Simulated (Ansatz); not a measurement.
Input file:

```yaml
crystal:
  periodic: [false, false, false]
  atoms:
    - { symbol: Al, position_ang: [-0.973103, -0.026106, -0.43044] }
    - { symbol: H, position_ang: [-0.447326, -1.634324, -0.03539] }
    - { symbol: F, position_ang: [-1.38601, 0.126135, -2.012535] }
    - { symbol: F, position_ang: [-1.917403, 0.621355, 0.745354] }
    - { symbol: H, position_ang: [0.406784, -1.056313, 0.123514] }
    - { symbol: O, position_ang: [0.840442, 0.087648, -0.104868] }
    - { symbol: O, position_ang: [1.282727, 0.856372, 0.981368] }
    - { symbol: H, position_ang: [2.193889, 1.025334, 0.732896] }
basis:
  gaussian: { orbitals: def2-SVP }
hamiltonian:
  xc: { name: BHLYP }
  dispersion: d4
md:
  timestep: 0.5
  n_steps: 200
  ensemble: nve
  temperature: 300.0
  initial_velocities: maxwell_boltzmann
  seed: 3114
```

Command:

```bash
$ ansatz run input.yaml --threads 2 --pin off --max-ram 3072MiB --backend cpu --events-out ev --progress --plain --runs-dir out
```

Hardware: 2 threads of Arm Neoverse V1, on a shared host.

Roughly how long does this run take, and how much memory?

6.3 min, with a peak of 0.17 GiB, for 201 ionic steps.
